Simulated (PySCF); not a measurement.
(H2Ga-mu-OH)3.
Bonds: Ga1–O4, Ga1–O12, O4–Ga5, Ga5–O8, O8–Ga9, Ga9–O12. Hydrogens: H2, H3 on Ga1; H13 on O4; H6, H7 on Ga5; H14 on O8; H10, H11 on Ga9; H15 on O12.

Computed with PySCF 2.14.0, density-fitted response routines, TDDFT B3LYP/def2-SVPD, vertical, gas phase, core orbitals frozen in the response. Isolated species at its PBE0-D3(BJ)/def2-SVP geometry (one conformer only). The B3LYP/def2-SVPD calculation is non-relativistic and has no spin–orbit coupling, an omission that weighs most on gallium.

```
state  E (eV)  E (kJ/mol)  λ (nm)       f  |μ| (D)             main configurations (H = HOMO, L = LUMO)
   S1    6.65         642   186.4  0.0023     0.30                                       H-1/H→L (≥91%)
   S2    6.66         643   186.2  0.0018     0.27                                       H-1/H→L (≥90%)
   S3    6.77         653   183.3  0.0000     0.04                                 H-1/H→L+1/L+2 (≥91%)
   S4    6.81         657   182.0   0.011     0.66                    H-2→L (67%), H-1/H→L+1/L+2 (≥26%)
   S5    6.83         659   181.5  0.0070     0.52             H-1/H→L+1/L+2 (≥59%), H-2→L+1/L+2 (≥23%)
   S6    6.84         660   181.1  0.0061     0.49             H-1/H→L+1/L+2 (≥63%), H-2→L+1/L+2 (≥30%)
   S7    7.08         683   175.2  0.0008     0.18                    H-1/H→L+1/L+2 (≥74%), H-2→L (20%)
   S8    7.14         689   173.6  0.0013     0.22             H-2→L+1/L+2 (≥65%), H-1/H→L+1/L+2 (≥26%)
   S9    7.15         690   173.5  0.0016     0.24             H-2→L+1/L+2 (≥69%), H-1/H→L+1/L+2 (≥22%)
  S10    7.35         709   168.7   0.039     1.18                                          H-3→L (79%)
  S11    7.36         710   168.5   0.037     1.16                                          H-4→L (79%)
  S12    7.47         721   166.0  0.0003     0.10               H-3→L+1/L+2 (≥52%), H-4→L+1/L+2 (≥27%)
  S13    7.58         731   163.6   0.070     1.56               H-3→L+1/L+2 (≥54%), H-4→L+1/L+2 (≥23%)
  S14    7.58         732   163.5   0.091     1.78  H-3→L+1/L+2 (≥50%), H-4→L+1/L+2 (≥23%), H-3→L (11%)
  S15    7.59         733   163.3   0.040     1.17               H-4→L+1/L+2 (≥76%), H-3→L+1/L+2 (≥10%)
```

Triplets, Tamm–Dancoff:

```
state  E (eV)  λ (nm)  main configurations (H = HOMO, L = LUMO)
   T1    6.47   191.5                            H-1/H→L (≥76%)
   T2    6.48   191.4                            H-1/H→L (≥74%)
   T3    6.51   190.5                      H-1/H→L+1/L+2 (≥86%)
   T4    6.57   188.8  H-1/H→L+1/L+2 (≥47%), H-2→L+1/L+2 (≥30%)
```

The lowest singlet level (S1/S2) lies at 6.65 eV (186 nm, vacuum ultraviolet) and is very weak. The strongest level in the table is S13/S14/S15 at 7.58 eV (164 nm, f = 0.200 summed). It is the last of those listed, so stronger ones may follow. S1/S2, S8/S9, S10/S11 and S13/S14/S15 lie within about 0.01 eV of each other in each set; the point group C3v has degenerate representations, and within a degenerate level the listed configurations can mix freely. Löwdin shares by element: HOMO (one of a set within 0.03 eV) gallium 36% or more, hydrogen 31% or more (atoms not listed hold the other 34%); LUMO gallium 40%, oxygen 9% or more (atoms not listed hold the other 50%). Orbital energies (eV): HOMO-3 -8.88, HOMO-2 -8.32, HOMO-1 -8.16, HOMO -8.15, LUMO -0.67, LUMO+1 -0.48, LUMO+2 -0.47. Weighted by f, the mean energy of these states is 7.45 eV. The oscillator strengths of these states sum to 0.309; summed over the whole spectrum of an exact calculation they would give the number of electrons, 126 (Thomas–Reiche–Kuhn). The vertical ionisation energy (ΔSCF) is 10.10 eV, 2.50 eV above S15. Orbitals of the list HOMO-3 to LUMO+2 that lie within 0.01 eV of each other are written together with a slash and their weights summed (≥ marks a lower bound); for degenerate orbitals outside that list single weights are arbitrary. Singlets were solved by full linear response, triplets in the Tamm–Dancoff approximation.

On one thread of an Intel Xeon at 2.50 GHz, no GPU, shared host, this took 8.8 min (with the writing of density and orbital grids) and 1.4 GiB of memory at its peak.
